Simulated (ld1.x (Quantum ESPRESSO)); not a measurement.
# Before and after: RRKJ potential for fluorine

fluorine (F), norm-conserving RRKJ (Kleinman–Bylander form), made with ld1.x (Quantum ESPRESSO) 7.5 (PBEsol, non-relativistic). Core [He], reference 2s2 2p4.5 (charge +0.5). Waves: 2s (bound): rc 0.65 bohr; 2p (bound): rc 1.55 bohr; 3d channel at -0.1 Ry: rc 1.55 bohr. Local part: the d channel. Core correction: a·sin(br)/r model core, default radius (core density twice the valence density). rho0 = 0.01.

Change: all radii but the core radius scaled by about 1.37 (s 0.90, p 2.12, d 2.12 bohr).

Cutoffs: the cutoffs (Ry, on a coarse ladder) from which the occupation-weighted sum of valence levels, in a spherical-Bessel basis at the reference potential, stays within 10 and 1 mRy of its value at 400 Ry; they do not see the model core or the augmentation charge, which bear on the density cutoff. Errors are all-electron minus pseudo energies relative to the spin-unpolarised reference configuration.

**Question.** What does the change do?

**Answer.** The potential gets softer (200 Ry and 300 Ry → 140 Ry and 180 Ry); of the 7 tests that both files solve, the error grows in 7 and shrinks in 0 by more than 15 % and 0.3 meV (median size 62.7 → 148.4 meV); neither file shows a bound ghost at the reference potential, the only one tested. A larger radius leaves more room for a smooth pseudo-wave, so fewer plane waves are needed. More of the atom is replaced by a form fitted at one configuration, so other configurations suffer.

| quantity | base | changed |
| --- | --- | --- |
| cutoff, loose | 200 Ry | 140 Ry |
| cutoff, tight | 300 Ry | 180 Ry |
| loose cutoff by channel (10 mRy a level) | s 180 Ry, p 50 Ry | s 140 Ry, p 30 Ry |
| bound ghosts | none | none |
| error for 2s2 2p5, meV [ΔE -7.52 eV] | +6.4 | +41 |
| error for 2s2 2p4, meV [ΔE 11.81 eV] | +16 | +81 |
| error for 2s2 2p3, meV [ΔE 50.10 eV] | +288 | +1178 |
| error for 2s2 2p2, meV [ΔE 110.59 eV] | +1331 | +4699 |
| error for 2s2 2p5.3, meV [ΔE -10.17 eV] | +11 | +81 |
| error for 2s1 2p6, meV [ΔE 11.09 eV] | +75 | +148 |
| error for 2s1 2p5, meV [ΔE 30.70 eV] | -63 | -329 |

Changed file: These tests converged, but a pseudo level misses the all-electron one widely, so the file describes the atom poorly there or has found another state: 2s2 2p2: 2p by 5.3 eV.
